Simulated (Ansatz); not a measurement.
`B[SiH2]C(O)F` + `O[SiH2]F` → `B[SiH2]O[SiH2]F` + `OCF`  (ligand exchange at the Si–C bond)

Calculated with Ansatz (gas phase, PBE0-D4/def2-TZVP geometries, no zero-point term in ΔE). CBS: MP2 limit from def2 TZ/QZ plus the TZ coupled-cluster correction, frozen cores. Functionals use def2-TZVPP. B3LYP here is the variant with VWN-RPA as its local correlation; programs differ in this. Each species was taken in one conformer, which may not be the lowest.

`B[SiH2]C(O)F`:

```xyz
11

B     1.269    1.566    0.137
Si    0.847   -0.393    0.245
C    -1.022   -0.745    0.010
O    -1.406   -0.241   -1.215
F    -1.728   -0.099    1.030
H     2.402    1.930    0.020
H     0.418    2.399    0.221
H     1.591   -1.209   -0.755
H     1.220   -0.884    1.605
H    -1.285   -1.806    0.112
H    -2.307   -0.518   -1.412
```

`O[SiH2]F`:

Cartesian coordinates in Å:
```
O -0.438 -1.002 -0.651
Si 0.000 0.385 0.084
F 1.554 0.679 -0.133
H -0.148 -1.837 -0.281
H -0.768 1.461 -0.569
H -0.201 0.314 1.550
```

`B[SiH2]O[SiH2]F`:

Cartesian coordinates in Å:
```
B 1.050 0.630 1.641
Si -0.811 0.484 0.913
O -0.909 -0.071 -0.639
Si -0.084 -0.751 -1.850
F 0.619 -2.088 -1.333
H 2.034 0.362 1.016
H 1.197 1.013 2.765
H -1.454 1.828 0.948
H -1.610 -0.426 1.780
H 0.997 0.144 -2.321
H -1.029 -1.124 -2.921
```

`OCF`:

Z-matrix (Å, degrees):
```
C
F 1 1.381
O 1 1.370 2 111.1
H 1 1.091 2 107.8 3 -117.4
H 1 1.096 2 106.3 3 123.2
H 3 0.962 1 109.3 2 70.7
```

```json
{"level": "PBE-D4", "ΔE (kJ/mol)": "-112.0", "difference from CCSD(T)/CBS": "16.9"}
{"level": "r2SCAN-D4", "ΔE (kJ/mol)": "-125.2", "difference from CCSD(T)/CBS": "3.7"}
{"level": "PBE0-D4", "ΔE (kJ/mol)": "-121.3", "difference from CCSD(T)/CBS": "7.6"}
{"level": "B3LYP-D4", "ΔE (kJ/mol)": "-129.5", "difference from CCSD(T)/CBS": "-0.6"}
{"level": "ωB97X-V", "ΔE (kJ/mol)": "-125.7", "difference from CCSD(T)/CBS": "3.2"}
{"level": "ωB97M-V", "ΔE (kJ/mol)": "-124.3", "difference from CCSD(T)/CBS": "4.6"}
{"level": "B2PLYP", "ΔE (kJ/mol)": "-130.9", "difference from CCSD(T)/CBS": "-2.0"}
{"level": "PBE", "ΔE (kJ/mol)": "-111.3", "difference from CCSD(T)/CBS": "17.6"}
{"level": "r2SCAN", "ΔE (kJ/mol)": "-124.9", "difference from CCSD(T)/CBS": "4.0"}
{"level": "PBE0", "ΔE (kJ/mol)": "-120.5", "difference from CCSD(T)/CBS": "8.4"}
{"level": "B3LYP", "ΔE (kJ/mol)": "-128.4", "difference from CCSD(T)/CBS": "0.5"}
{"level": "HF/def2-TZVPP", "ΔE (kJ/mol)": "-153.2", "difference from CCSD(T)/CBS": "-24.3"}
{"level": "MP2/def2-TZVPP", "ΔE (kJ/mol)": "-132.0", "difference from CCSD(T)/CBS": "-3.1"}
{"level": "SCS-MP2/def2-TZVPP", "ΔE (kJ/mol)": "-135.6", "difference from CCSD(T)/CBS": "-6.7"}
{"level": "CCSD/def2-TZVPP", "ΔE (kJ/mol)": "-132.8", "difference from CCSD(T)/CBS": "-3.9"}
{"level": "CCSD(T)/def2-TZVPP", "ΔE (kJ/mol)": "-129.1", "difference from CCSD(T)/CBS": "-0.2"}
{"level": "HF/def2-QZVPP", "ΔE (kJ/mol)": "-155.7", "difference from CCSD(T)/CBS": "-26.8"}
{"level": "MP2/def2-QZVPP", "ΔE (kJ/mol)": "-132.7", "difference from CCSD(T)/CBS": "-3.8"}
{"level": "SCS-MP2/def2-QZVPP", "ΔE (kJ/mol)": "-136.2", "difference from CCSD(T)/CBS": "-7.3"}
{"level": "HF/CBS(def2)", "ΔE (kJ/mol)": "-156.0", "difference from CCSD(T)/CBS": "-27.1"}
{"level": "MP2/CBS(def2)", "ΔE (kJ/mol)": "-131.8", "difference from CCSD(T)/CBS": "-2.9"}
{"level": "CCSD/CBS(def2)", "ΔE (kJ/mol)": "-132.6", "difference from CCSD(T)/CBS": "-3.7"}
{"level": "CCSD(T)/CBS", "ΔE (kJ/mol)": "-128.9", "difference from CCSD(T)/CBS": "0"}
```

Largest T1 diagnostic among the species: 0.012.

From PBE to PBE0 (25 % exact exchange), in def2-TZVPP and without D4, ΔE moves by −9.2 kJ/mol. In def2-TZVPP, CCSD(T) changes the Hartree–Fock value by +24.1 kJ/mol (the triples alone add +3.7 kJ/mol) and MP2 by +21.2 kJ/mol.
